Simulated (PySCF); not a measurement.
# Cd: ionisation energy

Cd [Kr] 4d10 5s2 → Cd⁺ [Kr] 4d10 5s1 [5s1/2^1, M_J = 1/2], as a difference of total energies. Calculation: PySCF 2.14, in x2c-SVPall-2c with one added diffuse shell each of s, p, d type (7s10p7d1f, 79 functions); the two-component X2C-1e Hamiltonian. Correlated levels: [Ar] 3d10 frozen; the 6 highest virtual spinors dropped. "Screened" scales the spin-orbit matrix elements by Boettger's factors to mimic the two-electron term; Breit and QED terms are absent.

```
                    method  ionisation energy (eV)  error (eV)
           GHF (spin-free)                   7.350      -1.644
          GMP2 (spin-free)                   8.516      -0.478
 GHF (screened spin-orbit)                   7.352      -1.642
GMP2 (screened spin-orbit)                   8.518      -0.476
```

Reference: 8.994 eV (measured; NIST Atomic Spectra Database, ionization energies).

Errors of the correlated levels include the incompleteness of this basis and the frozen core.

MP2 underrates the near-degeneracy of ns² with np² in the lower species.
